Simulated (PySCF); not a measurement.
# NMR data sheet: C₅H₁₁NSi

| Property | Result |
| --- | --- |
| Formula | C5H11NSi |
| SMILES | C=C1[SiH2][C@H]1N(C)C |
| InChI | InChI=1S/C5H11NSi/c1-4-5(7-4)6(2)3/h5H,1,7H2,2-3H3/t5-/m1/s1 |
| Point group of the computed structure | C1 |
| Degrees of unsaturation | 2 |
| Carbon signals | 4 |
| Proton signals | 6 |

Structure with atom numbers: `[CH2:1]=[C:2]1[SiH2:3][C@H:4]1[N:5]([CH3:6])[CH3:7]`; H(Xn) means a hydrogen on atom n. Ha(Si3) is cis to N5 on the ring; Ha(C1) is cis to Si3; Hb(Si3) is trans to N5 on the ring; Hb(C1) is trans to Si3.

Fast rotation and ring inversion assumed for equivalent nuclei, in vacuum, non-relativistic, a single conformation. Structure optimised with GFN2-xTB; shielding tensors at PBE0/pcSseg-1 (GIAO); PySCF.

Scale: TMS for $^{1}$H (31.72 ppm) and $^{13}$C (186.93 ppm) and $^{29}$Si (349.16 ppm); $^{15}$N (267.73 ppm) against NH3 (reference shieldings calculated alike).

```tsv
carbon	δC, type	δH (multiplicity)	HMBC from (2–3 bonds)	span of the C tensor (ppm)
C1	134.1, CH2	Hb(C1) 6.79 (br s); Ha(C1) 6.61 (br s)	Hb(Si3), Ha(Si3), H(C4)	215
C2	151.7, C	–	Hb(C1), Ha(C1), Hb(Si3), Ha(Si3), H(C4)	234
C4	46.9, CH	2.22 (m)	Hb(C1), Ha(C1), Hb(Si3), Ha(Si3), H(C6)/H(C7)	98
C6/C7	48.2, CH3	2.41 (s)	H(C6)/H(C7), H(C4)	73
```

Other nuclei:
```tsv
atoms	nucleus	environment	δ (ppm)	σ (ppm)
Hb(Si3)	$^{1}$H	hydrogen on a silicon bonded to 2 C, in a 3-membered ring	3.20	28.52
Ha(Si3)	$^{1}$H	hydrogen on a silicon bonded to 2 C, in a 3-membered ring	3.11	28.61
Si3	$^{29}$Si	silicon bonded to 2 C, 2 H, in a 3-membered ring	-140.5	489.6
N5	$^{15}$N	amine nitrogen	47.7	220.0
```

- Carbon types of the structure: 1 × C, 1 × CH, 1 × CH2, 2 × CH3, leaving 2 H on heteroatoms.
- δC 151.7: fully substituted alkene carbon; an sp2 carbon of a C=C bond.
- δC 134.1: terminal =CH2 carbon; the olefinic region.
- δC 48.2: methyl carbon bonded to N; deshielded by the electronegative neighbour.
- δH 6.79, 6.61: hydrogen on a terminal =CH2 carbon; a vinylic proton, deshielded by the sp2 carbon and the C=C anisotropy.
- δH 2.41: hydrogen on a methyl carbon bonded to N; its carbon carries N, an electronegative neighbour.

Shifts are as computed. Against solution values, carbons near 30 ppm lie about +3 ppm off and those near 130 ppm about +5 ppm. Of 1309 compounds with measured shifts, 239 miss one by over three times the rms of a fit or turn the order of signals round; such compounds aren't used in these exercises. Experimental scales use liquid or dissolved standards, which lie at an offset from isolated NH3 (liquid NH3: subtract about 20 ppm). Multiplicities follow the n + 1 count of equivalent neighbours, as no J values were calculated; m marks all less simple cases, F and P coupling included.
